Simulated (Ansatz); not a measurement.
Stretching the C3–H5 bond in C2H6Mg (SMILES C[CH2][MgH]) (multiplicity 1 held, fragments rigid). Energies count from the point at 1.097 Å.
Geometry at that point (charge 0, multiplicity 1):
```json
[
 {"atom": "Mg", "x (Å)": "-0.1443", "y (Å)": "0.3313", "z (Å)": "1.3937"},
 {"atom": "H", "x (Å)": "-0.3373", "y (Å)": "1.1905", "z (Å)": "2.8557"},
 {"atom": "C", "x (Å)": "0.0933", "y (Å)": "-0.7191", "z (Å)": "-0.4142"},
 {"atom": "C", "x (Å)": "0.1315", "y (Å)": "0.1361", "z (Å)": "-1.6926"},
 {"atom": "H", "x (Å)": "-0.7157", "y (Å)": "-1.4553", "z (Å)": "-0.4913"},
 {"atom": "H", "x (Å)": "1.0112", "y (Å)": "-1.3150", "z (Å)": "-0.3458"},
 {"atom": "H", "x (Å)": "0.9553", "y (Å)": "0.8554", "z (Å)": "-1.6784"},
 {"atom": "H", "x (Å)": "-0.7876", "y (Å)": "0.7138", "z (Å)": "-1.8253"},
 {"atom": "H", "x (Å)": "0.2569", "y (Å)": "-0.4673", "z (Å)": "-2.5988"}
]
```

Signs of static correlation in def2-TZVPP, with CASSCF(2,2), from Ansatz (a program for electronic structure) runs.

```csv
R (Å),T1 of restricted CCSD,largest double amplitude of restricted CCSD,CASSCF natural occupations
0.877,0.009,0.024,1.99 0.01
0.987,0.009,0.023,1.99 0.01
1.097,0.009,0.023,1.98 0.02
1.206,0.009,0.023,1.97 0.03
1.316,0.010,0.023,1.96 0.04
1.480,0.012,0.023,1.94 0.06
1.645,0.015,0.039,1.91 0.09
1.919,___,0.106,1.84 0.16
2.193,0.035,0.143,1.74 0.26
2.522,0.055,0.234,1.57 0.43
2.961,___,0.451,1.36 0.64
3.509,0.119,0.711,1.18 0.82
```

Question: Some entries are withheld; supply them.

Answer: 
- 1.919, T1 of restricted CCSD: 0.023
- 2.961, T1 of restricted CCSD: 0.085

Doubts at one or more of the structures used: a restricted determinant that unrestricted orbitals would lower (R-CCSD(T)/def2-TZVPP); T1 above 0.05 (R-CCSD(T)/def2-TZVPP); other coupled-cluster roots lie near (R-CCSD(T)/def2-TZVPP).
